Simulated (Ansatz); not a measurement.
Isomers of CH8BNSi2, relaxed with PBE0-D4/def2-TZVP in Ansatz; electronic energies, one conformer each and not always the lowest. Functionals use def2-TZVPP; CBS adds triple-zeta CCSD(T) − MP2 to the MP2 limit of def2-TZVPP and def2-QZVPP.

Order them by energy at frozen-core CCSD(T)/CBS, lowest first. (Estimate.)
A. `[SiH3]C1BN[SiH2]1`
B. `C[SiH]1[SiH2]B1N`
C. `C[SiH2]B1N[SiH2]1`

A (0.0 kcal/mol), C (31.7 kcal/mol), B (43.7 kcal/mol).

How do PBE0-D4, PBE-D4, ωB97M-V, B3LYP place them (kcal/mol, against `[SiH3]C1BN[SiH2]1`)? (Best estimate.)

The calculation gave: 
```csv
isomer,PBE0-D4,PBE-D4,ωB97M-V,B3LYP
`C[SiH2]B1N[SiH2]1`,29.4,26.1,32.3,27.7
`C[SiH]1[SiH2]B1N`,37.0,32.1,44.9,39.3
```

B3LYP here is the variant with VWN-RPA as its local correlation; programs differ in this.
